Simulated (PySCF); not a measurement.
# $^{19}$F chemical shifts

All values are calculated (PySCF 2.14): GFN2-xTB geometry, NMR shieldings at PBE0/pcSseg-1/GIAO. No solvent model, relativity neglected, fast rotation and ring inversion assumed for equivalent nuclei, one conformer.

Shieldings were converted by a linear fit to measured shifts: $^{19}$F (scatter 6.0 ppm rms, 7.0 ppm with the 5 outliers that the fit left out vs CFCl3, solution or neat liquid, with a term for F on sp3 carbon). A few per cent of atoms miss by over 2 rms, more outside the fitted compound classes.

Question: Give the $^{19}$F shifts of `C=CC[C@@H]1OC[C@H]1OC(F)F`, `C[C@@H]1COC[C@H](C(F)F)C1=O`, `COCCC(F)=C(F)F`.

Answer: 
| compound | environment | δ (ppm) |
| --- | --- | --- |
| [CH2:1]=[CH:2][CH2:3][C@@H:4]1[O:5][CH2:6][C@H:7]1[O:8][CH:9]([F:10])[F:11] | F10: fluorine of a CF2 group | -76.3 |
| [CH2:1]=[CH:2][CH2:3][C@@H:4]1[O:5][CH2:6][C@H:7]1[O:8][CH:9]([F:10])[F:11] | F11: fluorine of a CF2 group | -84.9 |
| [CH3:1][C@@H:2]1[CH2:3][O:4][CH2:5][C@H:6]([CH:7]([F:8])[F:9])[C:10]1=[O:11] | F8: fluorine of a CF2 group | -129.7 |
| [CH3:1][C@@H:2]1[CH2:3][O:4][CH2:5][C@H:6]([CH:7]([F:8])[F:9])[C:10]1=[O:11] | F9: fluorine of a CF2 group | -132.7 |
| [CH3:1][O:2][CH2:3][CH2:4][C:5]([F:6])=[C:7]([F:8])[F:9] | F8: vinylic fluorine | -104.1 |
| [CH3:1][O:2][CH2:3][CH2:4][C:5]([F:6])=[C:7]([F:8])[F:9] | F9: vinylic fluorine | -122.0 |
| [CH3:1][O:2][CH2:3][CH2:4][C:5]([F:6])=[C:7]([F:8])[F:9] | F6: vinylic fluorine | -187.7 |

Question: Match the shifts -63.6, -76.7, -131.5 ppm to `C=CCCOC(F)(F)F`, `FC(F)C(F)F`, `C=CO[C@@H](C)C(F)(F)F`.

Answer: -63.6: C=CCCOC(F)(F)F (fluorine of an OCF3 group); -76.7: C=CO[C@@H](C)C(F)(F)F (fluorine of a CF3 group); -131.5: FC(F)C(F)F (fluorine of a CF2 group).
